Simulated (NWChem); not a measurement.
Species: KF; SMILES [F][K]

```xyz
2

K      0.0000     0.0000    -0.7269
F      0.0000     0.0000     1.4490
```
Atoms are numbered in this order, from 1.

Computed with NWChem. Coordinates come from a B3LYP/6-31G* (spherical d) optimisation. Isolated, static molecule.

GIAO at PBE/pcSseg-1: principal shieldings of F2 are -33.3, -33.3, 484.5 ppm; an isolated trichlorofluoromethane molecule has σ = 129.9 ppm at the same levels.

Q: Find the isotropic 19F shift, its principal values, the span and the skew.

A: 
1. σ(iso) = one third of the sum = 139.3 ppm.
2. δ = σ(reference) − σ = -9.4 ppm against trichlorofluoromethane.
3. δ11, δ22, δ33 = 163.2, 163.2, -354.6 ppm.
4. Span Ω = δ11 − δ33 = 517.8 ppm; skew κ = 3(δ22 − δ(iso))/Ω = 1.00.
